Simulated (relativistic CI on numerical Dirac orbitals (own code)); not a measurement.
# Yb⁵³⁺: q coefficients and field-shift factors

Method of calculation: Dirac-Coulomb-Breit CI, separate exchange-only KLI orbitals for each configuration, derivatives by finite differences, unscaled Slater integrals, QED left out (own radial code, finite nucleus).

Configurations in the expansion (outside the closed core [Ne]): 3s²3p⁵, 3s3p⁶, 3s²3p⁴3d, 3s3p⁵3d, 3p⁶3d, 3s3p⁴3d², 3p⁵3d², 3p⁴3d³. Double excitations out of closed p, d and f shells are left out; levels of such configurations are missing from the list, as are those of other unlisted configurations, and high levels can miss mixing partners.

With x = (α/α₀)² − 1 an excitation energy changes as ω = ω₀ + qx; K = 2q/ω₀ is the relative enhancement. Terms are leading LS components, so labels can repeat. The field-shift factor is F = δν/δ⟨r²⟩ for the transition from the lowest level.

Lowest level 3s²3p⁵ ²P°3/2.

| Level | ω₀ (cm⁻¹) | q (cm⁻¹) | F (GHz/fm²) |
| --- | --- | --- | --- |
| 3s²3p⁴3d ⁴D3/2 | 1741442 | 103000 | 5.67 |
| 3s²3p⁴3d ⁴D5/2 | 1785626 | 118200 | 6.93 |
| 3s²3p⁴3d ⁴P1/2 | 1793089 | 119000 | -14.9 |
| 3s²3p⁴3d ²F7/2 | 1818665 | 94980 | 8.33 |
| 3s²3p⁴3d ²D3/2 | 1972801 | 119400 | 5.9 |
| 3s²3p⁵ ²P°1/2 | 2149940 | 2.562e+06 | -276 |
| 3s²3p⁴3d ²F7/2 | 2244347 | 597200 | 16.8 |
| 3s²3p⁴3d ⁴F9/2 | 2265608 | 588700 | 20.7 |
| 3s²3p⁴3d ²P1/2 | 2307717 | 646900 | -86.1 |
| 3s²3p⁴3d ²D5/2 | 2486192 | 610300 | 14.3 |
| 3s²3p⁴3d ²P3/2 | 2542403 | 628000 | 15.3 |
| 3s²3p⁴3d ²D5/2 | 2578326 | 634800 | 7.91 |
| 3s3p⁶ ²S1/2 | 3558695 | 2.785e+06 | -3820 |
| 3s²3p⁴3d ⁴D1/2 | 3802814 | 2.66e+06 | -335 |
| 3s²3p⁴3d ⁴D3/2 | 3883459 | 2.659e+06 | -264 |
| 3s²3p⁴3d ⁴F5/2 | 3949525 | 2.641e+06 | -261 |
| 3s²3p⁴3d ²G7/2 | 3962562 | 2.638e+06 | -261 |
| 3s²3p⁴3d ²D5/2 | 4214985 | 2.637e+06 | -266 |
| 3s²3p⁴3d ²P3/2 | 4233092 | 2.658e+06 | -262 |
| 3s²3p⁴3d ²S1/2 | 4276978 | 2.722e+06 | -1180 |
| 3s²3p⁴3d ⁴D7/2 | 4340236 | 3.143e+06 | -254 |
| 3s²3p⁴3d ²P3/2 | 4406038 | 3.15e+06 | -260 |
| 3s²3p⁴3d ²F5/2 | 4437544 | 3.153e+06 | -257 |

At this charge energies of transitions that change n are usually good to better than 1 %, and those within a shell (Δn = 0) to a few per cent.

(1) Which transition from the lowest level has the largest |K|?

Results:

(1) 3s²3p⁵ ²P°1/2 at 2149940 cm⁻¹, K = 2.38.
